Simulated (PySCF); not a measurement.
PBE0-D3(BJ)/def2-TZVP geometry optimisation, IEF-PCM water with PySCF 2.14 and geomeTRIC: [Mn(OH)4]2-, charge -2, multiplicity 6. Start (model start, shaken):

```
9

Mn    0.0000    0.0045   -0.0041
O     1.1644    1.1710    1.1629
H     0.9248    2.0753    1.4822
O    -1.1871   -1.1704    1.1831
H    -0.9223   -2.0692    1.4891
O    -1.1674    1.1576   -1.1847
H    -2.0838    0.9045   -1.5172
O     1.1743   -1.1968   -1.1737
H     2.0576   -0.9267   -1.5273
```

```tsv
step	E − E(start) / kcal mol⁻¹	largest force / Eh bohr⁻¹
0	0.00	0.04112
1	-3.53	0.00463
2	-4.00	0.00490
3	-5.03	0.00696
4	-5.12	0.00249
5	-5.14	0.00032
6	-5.14	0.00040
7	-5.16	0.00070
8	-5.17	0.00103
9	-5.20	0.00107
10	-5.22	0.00060
11	-5.24	0.00040
12	-5.25	0.00100
13	-5.14	0.00428
14	-5.27	0.00274
15	-5.29	0.00230
16	-5.31	0.00175
17	-5.33	0.00031
18	-5.34	0.00031
```

The optimisation met its thresholds. End point:

```
9

Mn   -0.0048   -0.0054   -0.0126
O     1.2103    1.1772    1.1552
H     1.0445    2.1019    0.9602
O    -1.2976   -1.1322    1.1324
H    -1.1276   -2.0644    0.9812
O    -1.1190    1.2228   -1.2323
H    -2.0501    1.0488   -1.0786
O     1.1909   -1.2939   -1.0883
H     2.1139   -1.1050   -0.9069
```

Metal–donor distances, start → end: O2 2.020 → 2.059 Å, O4 2.049 → 2.062 Å, O6 2.021 → 2.059 Å, O8 2.047 → 2.061 Å.

No frequencies were computed, so the end point may be a saddle point.

The job took 9.8 min on one thread of Arm Neoverse V1 (shared host), with 193 basis functions and a peak of 1.4 GiB, launched as `OMP_NUM_THREADS=1 python lf_run.py task.json out`.
